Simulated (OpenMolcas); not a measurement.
Eu3+ with 7 ligands (chloride) in pentagonal bipyramidal coordination (D5h) at 2.77 Å, the axial distance 3.075 Å. A charge of +0.571 e stands 2.8 Å behind each ligand. Ligand basis ANO-RCC-VDZP.
```
Eu    0.0000    0.0000    0.0000
Cl    2.7700    0.0000    0.0000
Cl    0.8560    2.6344    0.0000
Cl   -2.2410    1.6282    0.0000
Cl   -2.2410   -1.6282    0.0000
Cl    0.8560   -2.6344    0.0000
Cl    0.0000    0.0000    3.0747
Cl    0.0000    0.0000   -3.0747
```

* Program: OpenMolcas
* Method: CASSCF
* Basis: ANO-RCC-VDZP [7s6p4d2f1g]
* Scalar Hamiltonian: DKH2, point nucleus
* Active space: 6 electrons in 7 orbitals (4f)
* State averaging: 2S+1 = 7 even, 7 roots; 2S+1 = 5 even, 77 roots kept (CI in the orbitals of an earlier block); 2S+1 = 3 even, 3 roots kept (CI in the orbitals of an earlier block)
* Spin-orbit coupling: state interaction with AMFI integrals over the reference wave functions

**Question.** What is the spin-free ground state?

**Answer.** A state of multiplicity 7, 2-fold in its orbital part, 100 % from free-ion F terms; it has the highest spin that f6 allows.

**Question.** Where is the first state of the same spin?

**Answer.** A 2-fold state lies at 424 cm-1 above the ground state.

**Question.** What are the lowest two levels with spin-orbit coupling?

**Answer.** A 1-fold level, then a 1-fold level 204.8 cm-1 above it. Their leading multiplicities are 7 (95 %) and 7 (96 %).

**Question.** What is χT at 300 K, and how does it compare with the textbook value?

**Answer.** Hund's rules give f6 a J = 0 ground level with no moment of its own; the computed χT of 1.364 cm3 K/mol at 300 K comes from higher levels.

High states are left out of the spin-orbit mixing, which shifts the levels that they would mix with. Without dynamic correlation the ligand-field splitting of an f shell can come out too small, at times by half. The first state left out of the spin-orbit step lies near 46000 cm-1 above the lowest spin-free state of the reference (among the parities and spins computed), and the lists stop at four fifths of that energy or lower. No measured value stands beside these numbers; the geometry is a model, was not optimised and need not be the one that this ion takes.
